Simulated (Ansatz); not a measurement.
Energy needed to pull apart CH2InN (SMILES N#[C][InH2]), closed shell, into free ground-state atoms, from the structure below (displaced at random from a GFN2-xTB minimum); no zero-point or spin–orbit terms; open-shell atoms are treated unrestricted, in their ground-state multiplicity.

```xyz
5
angstrom
N 0.1016 -1.9225 1.5746
C 0.0833 -1.0198 0.9122
In 0.0244 0.6169 -0.5935
H -0.9019 0.3572 -1.8799
H 0.9510 1.9367 -0.1484
```

Program: Ansatz 0.2.0. Basis: def2-TZVPP. Cores are frozen in the correlated methods. Filled d shells of the heavier atoms are correlated. Core potentials replace the inner electrons of the atoms past krypton. The def2 sets are not built for correlating such inner shells, so the correlated values are less sure here.

```csv
method,atomization energy (kcal/mol)
PBE-D4,390.1
BLYP-D4,381.8
r2SCAN-D4,377.2
PBE0-D4,?
HSE06-D4,378.2
wB97M-V,385.0
HF,247.1
MP2,?
CCSD,360.6
CCSD(T),369.9
```

Q: What does MP2 give? (To be estimated.)

A: Computed: 377.2 kcal/mol, which is about 7.3 kcal/mol more than CCSD(T)/def2-TZVPP.

Q: What does PBE0-D4 give? (An estimate is asked for; the value comes from the calculation.)

A: The calculation gives: 378.0 kcal/mol, which is about 8.2 kcal/mol more than CCSD(T)/def2-TZVPP.

In triple zeta the MP2 and coupled-cluster atomization energies are still short of their basis limit by a few kcal/mol a bond, whereas those of the functionals are nearly converged, so these differences are not deviations from converged CCSD(T).

The T1 diagnostic stays at or below 0.015.

For scale, one of the runs: CCSD(T)/def2-TZVPP forces, 140 basis functions (an equivalent command: `ansatz run in.yaml --threads 4`). Hardware: 4 CPU threads, shared host. Wall time 56 s; peak host memory 1.6 GiB.
